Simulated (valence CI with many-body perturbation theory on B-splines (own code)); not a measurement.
## Energy levels of Au6+

Method: valence CI with perturbative core correlation (CI+MBPT): five valence electrons over a frozen Dirac-Fock core [Xe] 4f14, a basis of 7 s, 7 p, 8 d, 6 f, 4 g, 1 h functions for each j, with the one-electron correlation potential Σ1 (screened to all orders), the two-electron term Σ2, the three-electron term Σ3, Breit, model QED; selected single and double excitations, second order for the rest, scaled by the run's own slope (own B-spline code, finite nucleus).

No measured spectrum was set against this ion. As an estimate, terms of the open shell hold to 2 to 4 % of their energy, and close levels can change places; different configurations can be misplaced against each other by 1,000 to 8,000 cm⁻¹. Among the levels kept, up to 2100 cm⁻¹ of a level comes from second order outside the variational space, and about a tenth of that is noise between levels of different J, which matters for small intervals. The list stops below the first excitations out of the core.

Levels 181 to 216 of 216, with energies above the lowest level, (5d3/2^3 5d5/2^2) J=5/2 [a]. "Leading %" is the weight of the configuration and term that name the level; weights of strongly mixed levels are sums over their largest components and can fall short. In the jj column 3d3/2^4 stands for four electrons in 3d with j = 3/2. Lifetimes count E1, E2, E3, M1 and M2 decay at the calculated energies, and are blank where another channel may lead or the interval is too uncertain; long ones can be off by a factor of two.

```csv
No.,Configuration,Term,J,E (eV),Leading %,Leading jj,g,Lifetime
181,5d⁴6p,²I°,13/2,38.472,58,5d3/2^2 5d5/2^2 6p3/2 (79 %),1.128,75.7 ps
182,5d⁴6p,²P°,1/2,38.473,43,5d3/2^2 5d5/2^2 6p3/2 (44 %),1.300,116 ps
183,5d⁴6p,²H°,9/2,38.559,34,5d3/2^2 5d5/2^2 6p3/2 (80 %),1.052,57.1 ps
184,5d⁴6p,⁴G°,5/2,38.596,22,5d3/2^2 5d5/2^2 6p3/2 (56 %),1.036,85.6 ps
185,5d⁴6p,⁴F°,3/2,38.693,31,5d3/2^2 5d5/2^2 6p3/2 (27 %),1.048,82.8 ps
186,5d⁴6p,²F°,7/2,38.762,28,5d3/2^2 5d5/2^2 6p3/2 (66 %),1.064,47.8 ps
187,5d⁴6p,²G°,9/2,38.843,39,5d3/2^2 5d5/2^2 6p3/2 (63 %),1.133,112 ps
188,5d⁴6p,²H°,11/2,38.894,50,5d3/2^2 5d5/2^2 6p3/2 (90 %),1.107,130 ps
189,5d⁴6p,²D°,3/2,38.950,46,5d3/2^2 5d5/2^2 6p3/2 (57 %),1.076,60.5 ps
190,5d⁴6p,⁴D°,7/2,39.098,43,5d3/2^2 5d5/2^2 6p3/2 (73 %),1.256,104 ps
191,5d⁴6p,²D°,5/2,39.107,30,5d3/2^2 5d5/2^2 6p3/2 (73 %),1.199,105 ps
192,5d⁴6p,⁴G°,9/2,39.118,34,5d3/2^2 5d5/2^2 6p3/2 (74 %),1.150,123 ps
193,5d⁴6p,²H°,11/2,39.179,59,5d3/2^2 5d5/2^2 6p3/2 (77 %),1.100,40.2 ps
194,5d⁴6p,²F°,7/2,39.261,39,5d3/2 5d5/2^3 6p1/2 (36 %),1.101,113 ps
195,5d⁴6p,⁴F°,9/2,39.303,34,5d3/2^2 5d5/2^2 6p3/2 (66 %),1.183,106 ps
196,5d⁴6p,⁴P°,1/2,39.362,72,5d3/2 5d5/2^3 6p1/2 (65 %),2.251,70.3 ps
197,5d⁴6p,⁴G°,11/2,39.427,41,5d3/2 5d5/2^3 6p3/2 (53 %),1.179,133 ps
198,5d⁴6p,²P°,3/2,39.545,27,5d3/2^2 5d5/2^2 6p3/2 (44 %),1.272,131 ps
199,5d⁴6p,²F°,5/2,39.589,58,5d3/2^2 5d5/2^2 6p3/2 (56 %),0.917,53.1 ps
200,5d⁴6p,²G°,7/2,39.625,31,5d3/2^2 5d5/2^2 6p3/2 (75 %),1.137,58.8 ps
201,5d⁴6p,²G°,7/2,39.650,33,5d3/2^2 5d5/2^2 6p3/2 (42 %),1.102,79.2 ps
202,5d⁴6p,²P°,3/2,39.694,39,5d3/2^2 5d5/2^2 6p3/2 (27 %),1.158,65.1 ps
203,5d⁴6p,²H°,9/2,39.719,34,5d3/2 5d5/2^3 6p3/2 (50 %),1.080,110 ps
204,5d⁴6p,²F°,5/2,39.721,34,5d3/2 5d5/2^3 6p1/2 (58 %),1.064,78.2 ps
205,5d⁴6p,²G°,7/2,39.722,33,5d3/2 5d5/2^3 6p3/2 (31 %),1.069,90.1 ps
206,5d⁴6p,²P°,1/2,39.729,55,5d3/2^2 5d5/2^2 6p3/2 (61 %),0.974,61.8 ps
207,5d⁴6p,²D°,5/2,39.834,32,5d3/2^2 5d5/2^2 6p3/2 (50 %),1.020,76.2 ps
208,5d⁴6p,²G°,9/2,39.885,38,5d3/2^2 5d5/2^2 6p3/2 (30 %),1.101,145 ps
209,5d⁴6p,⁴D°,3/2,39.901,42,5d3/2^2 5d5/2^2 6p3/2 (34 %),1.154,81.5 ps
210,5d⁴6p,²D°,3/2,40.065,37,5d3/2^2 5d5/2^2 6p3/2 (35 %),1.101,85.6 ps
211,5d⁴6p,²F°,5/2,40.081,45,5d5/2^4 6p1/2 (29 %),1.014,89.2 ps
212,5d⁴6p,²H°,9/2,40.096,42,5d3/2^2 5d5/2^2 6p3/2 (28 %),1.073,73.9 ps
213,5d⁴6p,²G°,7/2,40.125,26,5d3/2 5d5/2^3 6p3/2 (45 %),1.117,114 ps
214,5d⁴6p,²F°,5/2,40.135,28,5d3/2 5d5/2^3 6p3/2 (41 %),1.110,58.7 ps
215,5d⁴6p,²P°,1/2,40.148,53,5d3/2^2 5d5/2^2 6p1/2 (34 %),0.544,73.0 ps
216,5d⁴6p,⁴H°,13/2,40.229,48,5d3/2 5d5/2^3 6p3/2 (86 %),1.146,141 ps
```

Where two levels of one J and parity lie close, their mixing, g and order are uncertain.
